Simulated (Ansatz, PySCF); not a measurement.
This PySCF input computes a r2SCAN/def2-TZVPD energy:

```python
from pyscf import gto, scf, dft

mol = gto.M(
    atom='''
    Ge   -0.00636411   -0.01788243    1.10493422
    Br    1.08381413   -1.62619655   -0.52533801
    Br   -1.07799552    1.64254620   -0.48488756
    ''',
    basis='def2-tzvpd',
    charge=-1,
    spin=1,
    verbose=4,
)

mf = dft.UKS(mol, xc='r2scan').density_fit(auxbasis='def2-universal-jkfit')
mf.grids.level = 4
mf.conv_tol = 1e-9
mf.max_cycle = 100
mf.max_memory = 1500
mf.kernel()
if not mf.converged:
    mf = mf.newton()
    mf.kernel(mf.make_rdm1())
for _ in range(2):
    mo, _, stable, _ = mf.stability(return_status=True)
    if stable:
        break
    mf.kernel(mf.make_rdm1(mo, mf.mo_occ))
mf.analyze()
```

Problem. Write an input for the same energy in Ansatz (a quantum-chemistry and plane-wave program) and say what it gives.

Solution. 
Ansatz 0.2 input:
```yaml
crystal:
  periodic: [false, false, false]
  atoms:
    - {symbol: Ge, position_ang: [-0.00636411, -0.01788243, 1.10493422]}
    - {symbol: Br, position_ang: [1.08381413, -1.62619655, -0.52533801]}
    - {symbol: Br, position_ang: [-1.07799552, 1.64254620, -0.48488756]}
basis:
  gaussian:
    orbitals: def2-TZVPD
hamiltonian:
  xc: {name: r2SCAN}
total_charge: -1
magnetization: {spin_polarized: true, initial_magnetization: 1}
output: {forces: true}
```
It gives -7225.43068 Eh, and PySCF -7225.43084 Eh, a difference of 0.16 mEh, from the treatment of integrals and grids.
